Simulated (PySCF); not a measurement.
WH₄, SMILES [WH4] (connectivity only; charge and spin as stated), neutral, multiplicity 3. Atoms are numbered in the order given.

```xyz
5

W      0.0000     0.0000     0.0000
H      0.9880     0.9880     0.9880
H     -0.9880     0.9880    -0.9880
H     -0.9880    -0.9880     0.9880
H      0.9880    -0.9880    -0.9880
```
Charge 0, spin multiplicity 3.

Coordinates come from a PBE-D3(BJ)/def2-TZVPD optimisation. The spin state was assumed, not searched. The def2 effective core potentials stand for the cores of W; spin–orbit coupling is left out.

All values below come from PySCF with PBE-D3(BJ)/def2-TZVPD.

Frequencies are harmonic and unscaled.

Modes within 1.5 cm⁻¹ of each other (mostly degenerate sets) share a row, with their intensities summed.

**Question.** Estimate the vibrational spectrum. (The exact figures need the calculation; the answer reports its results.)

**Answer.** 
```
mode  ν (cm⁻¹)  IR (km/mol)  moving atoms (share of kinetic energy)
----  --------  -----------  --------------------------------------
1–3        573        263.7                                  H 99 %
4–5        674          0.0                                 H 100 %
6–8       1938        471.0                                  H 99 %
9         1975          0.0                                 H 100 %
```
